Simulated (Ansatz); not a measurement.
Two isomers of C2H7NSi: A = `CN1C[SiH2]1`, B = `C=C[SiH2]N`.

Computed with Ansatz on PBE0-D4/def2-TZVP structures; ΔE is electronic, products minus reactants. CCSD(T)/CBS is the MP2 limit (def2-TZVPP, def2-QZVPP) plus CCSD(T) − MP2 in def2-TZVPP, frozen cores. DFT in def2-TZVPP. B3LYP here is the variant with VWN-RPA as its local correlation; programs differ in this. Each species was taken in one conformer, which may not be the lowest.

(1) Which is lower in electronic energy at CCSD(T)/CBS, and by how much? (Estimate.)

(2) Give E(B) − E(A) in kJ/mol with B3LYP-D4, CCSD/def2-TZVPP, HF/def2-TZVPP, ωB97M-V, B3LYP, r2SCAN-D4, MP2/def2-TZVPP. (Estimate.)

(3) Does the order hold for the free energy at 298.15 K (harmonic terms from PBE0-D4)? (Estimate.)

Largest T1 diagnostic: 0.012.

Results:

(1) Ansatz gave: B, by 152.3 kJ/mol.

(2) Computed: B3LYP-D4 -149.7, CCSD/def2-TZVPP -152.5, HF/def2-TZVPP -176.1, ωB97M-V -144.8, B3LYP -149.9, r2SCAN-D4 -137.7, MP2/def2-TZVPP -143.8. None reverses the order clearly.

(3) Computed: Yes: G(B) − G(A) = -159.7 kJ/mol, for one conformer each.

In def2-TZVPP, CCSD(T) changes the Hartree–Fock value by +26.3 kJ/mol (the triples alone add +2.6 kJ/mol) and MP2 by +32.2 kJ/mol. Leaving LDA and LC-ωPBE aside and taking each functional with its dispersion term where it has one, the values, not all of them listed here, spread over 30.9 kJ/mol, from BHLYP-D4 to PBE-D4. LDA lies +16.3 kJ/mol from PBE without D4.
